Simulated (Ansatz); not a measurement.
BBr$_{2}$HO (`OB(Br)Br`): the same geometry under several functionals.

```yaml
crystal:
  periodic: [false, false, false]
  atoms:
    - {symbol: O, position_ang: [0.315479, 0.999622, 0.357554]}
    - {symbol: B, position_ang: [0.102605, -0.281395, 0.039197]}
    - {symbol: Br, position_ang: [1.218578, -1.616378, 0.818351]}
    - {symbol: Br, position_ang: [-1.298702, -0.786895, -1.180371]}
    - {symbol: H, position_ang: [-0.288158, 1.611346, -0.076232]}
basis:
  gaussian: {orbitals: def2-TZVPP}
hamiltonian: {xc: {name: revPBE}, dispersion: d4}
output: {orbitals: {seedname: orbitals}}
```

```sh
$ ansatz run in.yaml --threads 2 --pin off --events-out ev --progress --plain
```

Shortened log:

```
Functional definition: revPBE
  name "revPBE"
  cite "Zhang & Yang, Phys. Rev. Lett. 80, 890 (1998) doi:10.1103/PhysRevLett.80.890"
  cite "Perdew, Burke & Ernzerhof, Phys. Rev. Lett. 77, 3865 (1996) doi:10.1103/PhysRevLett.77.3865"
  parameter kappa = 1.245
  parameter beta = 0.06672455060314922
  exchange = pbe_x(kappa = kappa, mu = beta*pi^2/3)
  correlation = pbe_c(beta = beta)
1131 factors; their error is unknown
mean field evaluation 1: about -142817.6789 eV, gradient 6.1e1 eV
mean field evaluation 2: about -142782.2174 eV, gradient 1.4e2 eV
mean field evaluation 4: about -142823.5397 eV, gradient 1.3e1 eV
mean field evaluation 8: about -142823.9734 eV, gradient 1.5e-1 eV
mean field evaluation 16: about -142823.9270 eV, gradient 1.3e-4 eV
mean field -142823.92702069 eV, -5248.6825084757 hartree, gradient 3.0e-5 eV, S^2 0.000000; 0 other end points of the search recorded, 0 dependent functions left out
reference -142823.92706189 eV, -5248.6825099897 hartree; 42, 42 occupied and 130, 130 virtual orbitals, 1131 factors
Total energy: -142824.30114534 eV, -5248.6962573029 hartree
```

It took 1.6 s on 2 threads of a server CPU on a shared host, with 0.22 GiB of host memory at the peak.

With the line `hamiltonian: {xc: lda}` (abridged; 1.1 s):

```
Functional definition: SPW92
mean field evaluation 16: about -142621.2549 eV, gradient 1.1e-4 eV
mean field -142621.25493216 eV, -5241.2344465982 hartree, gradient 1.9e-5 eV, S^2 0.000000
Total energy: -142621.25496295 eV, -5241.2344477297 hartree
```

With the line `hamiltonian: {xc: {name: PBE-QIDH}}` (abridged; 5.5 s):

```
Functional definition: PBE-QIDH
mean field evaluation 16: about -142791.5261 eV, gradient 6.9e-5 eV
mean field -142791.52609858 eV, -5247.4917965500 hartree, gradient 3.8e-6 eV, S^2 0.000000
20 core orbitals not correlated: weight in the atoms' cores, before any rotation towards them, 1.000 or more for the frozen orbitals, at most 0.000 for the correlated occupied ones
second order -26.84791962 eV of doubles, -0.00000000 eV of singles
Total energy: -142800.47541509 eV, -5247.8206778659 hartree
```

With the line `hamiltonian: {xc: r2scan, dispersion: d4}` and forces (abridged; 3.2 s):

```
Functional definition: r2SCAN
mean field evaluation 16: about -142834.7112 eV, gradient 5.7e-5 eV
mean field -142834.71119532 eV, -5249.0788195835 hartree, gradient 5.7e-5 eV, S^2 0.000000
Total energy: -142834.74021665 eV, -5249.0798860978 hartree
Atom 0 force     0.054493     0.188946     0.066018 eV/Å
Atom 1 force    -0.017331    -0.116631    -0.027381 eV/Å
Atom 2 force     0.063930    -0.058801     0.046667 eV/Å
Atom 3 force    -0.088460    -0.025122    -0.076231 eV/Å
Atom 4 force    -0.012632     0.011609    -0.009072 eV/Å
Dipole moment:    -0.158550     0.316418    -0.096726 e Å
```

Changing it to `hamiltonian: {xc: pbe, dispersion: d4}` and forces (abridged; 2.1 s):

```
Functional definition: PBE
mean field evaluation 16: about -142812.6402 eV, gradient 1.6e-4 eV
mean field -142812.64018552 eV, -5248.2677249336 hartree, gradient 8.3e-6 eV, S^2 0.000000
Total energy: -142812.77723264 eV, -5248.2727613223 hartree
Atom 0 force     0.394812     0.314333     0.362538 eV/Å
Atom 1 force    -0.071798    -0.348488    -0.098227 eV/Å
Atom 2 force     0.154501    -0.174807     0.109053 eV/Å
Atom 3 force    -0.195640    -0.073925    -0.170634 eV/Å
Atom 4 force    -0.281875     0.282887    -0.202730 eV/Å
Dipole moment:    -0.154402     0.303151    -0.094748 e Å
```

The same input with `hamiltonian: {xc: {name: wB97X-V}}` (abridged; 6.5 s):

```
Functional definition: wB97X-V
mean field evaluation 16: about -142823.1975 eV, gradient 2.7e-5 eV
mean field -142823.19748843 eV, -5248.6556986594 hartree, gradient 2.7e-5 eV, S^2 0.000000
Total energy: -142823.19748686 eV, -5248.6556986016 hartree
```
